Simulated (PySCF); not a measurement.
```xyz
4
charge 0 multiplicity 1, angstrom
V    -0.0514    0.0000   -0.1927
O    -0.8913    1.2887    0.1329
O    -0.8913   -1.2887    0.1329
F     1.6366    0.0000    0.2587
```

All numbers come from PySCF, B3LYP, basis V def2-SVP, O def2-SVP, F def2-SVP (no relativity, density fitting).

This geometry of VO2F is a stationary point at this level.

Problem. What is the point group?

Solution. Cs.

Problem. Is it a minimum?

Solution. Yes: all harmonic wavenumbers are real.

Problem. Which band is strongest in the infrared?

Solution. 1119 cm⁻¹ (a''), 247 km/mol.

Problem. Give the atomic charges and bond orders.

Solution. 
| atom | Mulliken | Löwdin | polar tensor | Mayer order to V1 |
| --- | --- | --- | --- | --- |
| V1 | 1.16 | 0.50 | 2.01 | – |
| O2,3 | -0.38 | -0.14 | -0.68 | 2.13 |
| F4 | -0.40 | -0.22 | -0.66 | 0.93 |

Problem. Give the ideal-gas entropy at 298.15 K and 1 bar by parts.

Solution. translation 166.5, rotation 103.8, vibration 22.0, spin 0.0; total 292.3 J/(mol K).

This need not be the most stable arrangement of these atoms.
